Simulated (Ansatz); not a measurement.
Molecule: sum formula SiPH₄ (charge 0, doublet). 
Structure (B3LYP-D3(BJ)/def2-TZVP (Ansatz, a first-principles code) minimum search):
```xyz
6

Si    -1.1104    -0.0895     0.2616
P      1.0764     0.1108    -0.2618
H     -1.9087     0.1796    -0.9665
H     -1.4426     0.9493     1.2757
H      1.1743    -1.1014    -0.9903
H      1.5769    -0.4366     0.9464
```
Charge 0, spin multiplicity 2.

PBE beside other levels, property by property. Correlated levels leave the core frozen unless marked. UHF or UKS for open shells. Spin-orbit coupling is left out. No relativistic terms. CBS marks a two-point X^-3 extrapolation of the correlation energy; Hartree-Fock from the larger set. The bracket is a focal-point correction in the basis named. Atomisation energies are electronic, to ground-state atoms; the column to compare with has the core term from cc-pwCVTZ added, other frozen-core levels have none. Vertical energies are electronic, to the SCF solution reached for that spin. Anions need diffuse functions, of which def2-TZVPD holds fewer than the aug- sets. The coupled-cluster column (Ansatz) is a level with limits of its own: RI-MP2/CBS(aug-cc-pV(T+d)Z,aug-cc-pV(Q+d)Z)+[CCSD(T)-MP2]/aug-cc-pV(T+d)Z.

```tsv
property	r2SCAN/def2-TZVPD (Ansatz)	wB97M-V/def2-TZVPD (Ansatz)	RI-MP2/CBS(aug-cc-pV(T+d)Z,aug-cc-pV(Q+d)Z) (Ansatz)	coupled cluster
atomisation energy (kcal/mol)	366.0	365.7	355.6	364.1
vertical electron affinity to the singlet (eV)	0.89	1.08	1.12	1.18
```

### Question
What does PBE/def2-TZVPD (Ansatz) give for each property, and on which side of coupled cluster does it fall?

### Answer

- atomisation energy: PBE lies 2.3 kcal/mol below coupled cluster; PBE gives 361.8 kcal/mol.
- vertical electron affinity to the singlet: PBE lies 0.21 eV below coupled cluster; PBE gives 0.97 eV.
